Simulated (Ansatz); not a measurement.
Input file for `OB(O)[S][GeH3]`:

```yaml
crystal:
  periodic: [false, false, false]
  atoms:
    - {symbol: O, position_ang: [0.281321, -0.155917, -1.769833]}
    - {symbol: B, position_ang: [0.562957, -1.029449, -0.772389]}
    - {symbol: O, position_ang: [1.338943, -2.093579, -1.100127]}
    - {symbol: S, position_ang: [-0.045647, -0.903316, 0.969946]}
    - {symbol: Ge, position_ang: [-0.693329, 1.212322, 1.120504]}
    - {symbol: H, position_ang: [-0.356884, 0.522959, -1.540747]}
    - {symbol: H, position_ang: [1.566154, -2.651034, -0.354017]}
    - {symbol: H, position_ang: [-1.406113, 1.619035, -0.187521]}
    - {symbol: H, position_ang: [-1.676139, 1.292358, 2.291970]}
    - {symbol: H, position_ang: [0.511838, 2.135420, 1.345114]}
basis:
  gaussian: {orbitals: def2-SVP}
correlation: {method: ccsd_t}
```

```sh
$ ansatz run in.yaml --threads 4 --pin off --events-out ev --progress --plain
```

Log, shortened:

```
Functional definition: HF
1129 factors; integrals over basis functions are off by at most 1.5e-3 eV
mean field evaluation 1: about -72102.0567 eV, gradient 4.3e1 eV
mean field evaluation 2: about -72102.1245 eV, gradient 4.3e1 eV
mean field evaluation 4: about -72106.0623 eV, gradient 3.2e0 eV
mean field evaluation 8: about -72106.1050 eV, gradient 1.6e-1 eV
mean field -72106.10519847 eV, -2649.8504907704 hartree, gradient 7.1e-7 eV, S^2 0.000000; 0 other end points of the search recorded, 0 dependent functions left out
17 core orbitals not correlated: weight in the atoms' cores, before any rotation towards them, 1.000 or more for the frozen orbitals, at most 0.000 for the correlated occupied ones
reference -72106.10519847 eV, -2649.8504907704 hartree; 20, 20 occupied and 80, 80 virtual orbitals, 1129 factors
second order -22.22822050 eV of doubles, -0.00000000 eV of singles
cycle   1  -22.43838399 eV  change   -2.1e-1 eV  update   1.1e-1
cycle   2  -23.04337449 eV  change   -6.0e-1 eV  update   3.2e-2
cycle   3  -23.16393056 eV  change   -1.2e-1 eV  update   1.6e-2
cycle   4  -23.15261460 eV  change    1.1e-2 eV  update   3.5e-3
cycle   5  -23.15167186 eV  change    9.4e-4 eV  update   1.4e-3
cycle   6  -23.15176875 eV  change   -9.7e-5 eV  update   4.2e-4
cycle   7  -23.15149215 eV  change    2.8e-4 eV  update   1.4e-4
cycle   8  -23.15144521 eV  change    4.7e-5 eV  update   4.7e-5
perturbative correction -0.62754740 eV, -0.0230619414 hartree
Total energy: -72129.88419108 eV, -2650.7243526306 hartree
```

It took 12 s on 4 threads of a server CPU on a shared host, with 0.61 GiB of host memory at the peak.

The correlation energy is -23.779 eV, 2.6 % of it from (T); the T1 diagnostic reads 0.0120.
